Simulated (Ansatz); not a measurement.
C$_{2}$H$_{4}$AlFSi, SMILES `[F][Al]1[CH]=[C]1[SiH3]`, 9 atoms. The species carries charge 0 and has multiplicity 1. All runs use 2 threads of an Arm Neoverse V1 on a shared host. Correlated methods freeze the cores.

Problem. How many basis functions does each run have, and how long does it take in Ansatz? RKS ωB97M-V/def2-SVP energy; RHF-CCSD(T)/def2-TZVPP energy; RHF-CCSD(T)/def2-SVP energy; RKS ωB97M-V/def2-QZVPP energy; RKS PBE0-D4/def2-SVP energy; RKS BHLYP-D4/def2-TZVPP energy; RKS r2SCANh-D4/def2-TZVPP energy; RKS B2PLYP (frozen core)/def2-TZVPP energy; RKS PBE0-D4/def2-TZVP frequencies; RKS PBE0-D4/def2-QZVPP energy; RKS PBE0-D4/def2-TZVP relaxation (10 steps); RHF-MP2/def2-QZVPP energy. (Best estimate.)

Solution. Ansatz gave: Other jobs shared the machine, so times are rough.

```json
{"level": "RKS PBE0-D4/def2-SVP", "job": "energy", "functions": "98", "wall time": "1.9 s", "peak host memory (GiB)": "0.18"}
{"level": "RHF-CCSD(T)/def2-SVP", "job": "energy", "functions": "98", "wall time": "5.5 s", "peak host memory (GiB)": "0.35"}
{"level": "RKS BHLYP-D4/def2-TZVPP", "job": "energy", "functions": "233", "wall time": "5.5 s", "peak host memory (GiB)": "0.56"}
{"level": "RKS ωB97M-V/def2-SVP", "job": "energy", "functions": "98", "wall time": "8.5 s", "peak host memory (GiB)": "0.29"}
{"level": "RKS B2PLYP (frozen core)/def2-TZVPP", "job": "energy", "functions": "233", "wall time": "9 s", "peak host memory (GiB)": "0.55"}
{"level": "RKS r2SCANh-D4/def2-TZVPP", "job": "energy", "functions": "233", "wall time": "9 s", "peak host memory (GiB)": "0.56"}
{"level": "RKS PBE0-D4/def2-QZVPP", "job": "energy", "functions": "431", "wall time": "14 s", "peak host memory (GiB)": "1.3"}
{"level": "RKS ωB97M-V/def2-QZVPP", "job": "energy", "functions": "431", "wall time": "35 s", "peak host memory (GiB)": "1.6"}
{"level": "RHF-MP2/def2-QZVPP", "job": "energy", "functions": "431", "wall time": "37 s", "peak host memory (GiB)": "2.2"}
{"level": "RKS PBE0-D4/def2-TZVP", "job": "relaxation (10 steps)", "functions": "191", "wall time": "63 s", "peak host memory (GiB)": "0.46"}
{"level": "RHF-CCSD(T)/def2-TZVPP", "job": "energy", "functions": "233", "wall time": "2.8 min", "peak host memory (GiB)": "3.8"}
{"level": "RKS PBE0-D4/def2-TZVP", "job": "frequencies", "functions": "191", "wall time": "3.5 min", "peak host memory (GiB)": "0.47"}
```
